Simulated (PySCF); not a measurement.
Si(H)2(OAc)(OH) (C2H6O3Si), SMILES O=C(C)O[SiH2]O. The structure is a stationary point at B3LYP-D3(BJ)/def2-SVP. One conformer was computed; it need not be the lowest.

Level of theory: B3LYP-D3(BJ)/def2-SVP (PySCF).

Harmonic wavenumbers (cm⁻¹): 90, 98, 116, 121, 220, 297, 385, 584, 612, 658, 754, 780, 840, 911, 918, 939, 993, 1021, 1053, 1298, 1389, 1437, 1447, 1823, 2259, 2313, 3051, 3129, 3179, 3879. Rotational constants (GHz): 7.596, 1.585, 1.348; symmetry number 1.

Question: Work out the zero-point energy and the ideal-gas rigid-rotor harmonic-oscillator thermochemistry at 298.15 K and 1 atm.

Answer: ZPE = ½ Σ hcν = ½ × 36597 cm⁻¹ = 52.32 kcal/mol. H − E(el) = 57.92 kcal/mol. Entropy in cal/(mol K): translation 39.90, rotation 27.38, vibration 20.45, total 87.73. G − E(el) = 31.76 kcal/mol. Cp = 28.64 cal/(mol K). Modes under 150 cm⁻¹ make the vibrational entropy uncertain.
